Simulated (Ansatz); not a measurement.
`[SiH3][CH2][AlH][SiH3]` + `CN[SiH3]` → `CN([SiH3])[SiH3]` + `[AlH2][CH2][SiH3]`  (cleavage of the Si–Al bond)

Program: Ansatz. Geometries: PBE0-D4/def2-TZVP. ΔE: electronic, gas phase. CCSD(T)/CBS is the MP2 limit (def2-TZVPP, def2-QZVPP) plus CCSD(T) − MP2 in def2-TZVPP, frozen cores. Functionals use def2-TZVPP. B3LYP here is the variant with VWN-RPA as its local correlation; programs differ in this. One conformer a species, not always the lowest.

`[SiH3][CH2][AlH][SiH3]`:

```xyz
13

Si    0.742    2.297    0.895
C     0.017    1.020   -0.251
Al    0.068   -0.816    0.427
Si   -0.815   -2.625   -0.986
H     0.687    3.679    0.339
H     0.006    2.297    2.190
H     2.169    1.978    1.179
H    -1.028    1.271   -0.476
H     0.539    1.043   -1.217
H     0.673   -1.108    1.869
H    -0.731   -3.976   -0.364
H    -0.079   -2.684   -2.284
H    -2.249   -2.376   -1.322
```

`CN[SiH3]`:

```xyz
10

C    -0.741   -0.703    0.954
N     0.110   -0.611   -0.213
Si    0.731    0.876   -0.802
H    -0.662   -1.691    1.416
H    -0.415    0.025    1.702
H    -1.801   -0.508    0.746
H    -0.036   -1.352   -0.879
H     1.465    1.554    0.301
H    -0.295    1.848   -1.294
H     1.644    0.560   -1.931
```

`CN([SiH3])[SiH3]`:

```xyz
13

C     1.058   -0.825   -0.683
N     0.082    0.000    0.027
Si   -0.825   -0.770    1.277
Si   -0.205    1.581   -0.601
H     1.870   -0.209   -1.082
H     1.514   -1.555   -0.008
H     0.611   -1.374   -1.520
H    -1.666    0.252    1.947
H     0.109   -1.399    2.252
H    -1.703   -1.857    0.754
H     1.088    2.313   -0.711
H    -1.128    2.293    0.316
H    -0.803    1.549   -1.967
```

`[AlH2][CH2][SiH3]`:

```xyz
10

Al   -0.945   -1.334   -0.742
C    -0.675    0.401    0.102
Si    1.110    0.774    0.501
H    -0.890   -1.461   -2.323
H    -1.204   -2.618    0.155
H    -1.041    1.194   -0.560
H    -1.242    0.447    1.039
H     1.934    0.750   -0.740
H     1.662   -0.258    1.423
H     1.290    2.105    1.144
```

Q: Is it downhill or uphill in electronic energy at CCSD(T)/CBS, and by how much? (Best estimate.)

A: Computed: Downhill: ΔE = -51.0 kJ/mol.

Q: What do these levels give: PBE-D4, ωB97X-V, B3LYP, HF/def2-QZVPP, MP2/def2-QZVPP, MP2/CBS(def2)? (Best estimate.)

A: The calculation gave: PBE-D4 -30.9, ωB97X-V -48.8, B3LYP -42.0, HF/def2-QZVPP -58.6, MP2/def2-QZVPP -62.2, MP2/CBS(def2) -61.8 kJ/mol.

Largest T1 diagnostic among the species: 0.012.

From PBE to PBE0 (25 % exact exchange), in def2-TZVPP and without D4, ΔE moves by −6.0 kJ/mol. The D4 term adds −8.2 kJ/mol with B3LYP and −4.2 kJ/mol with PBE0; it sums over pairs of atoms, weighted by their polarisabilities, and B3LYP, whose exchange is more repulsive, gets the larger term.
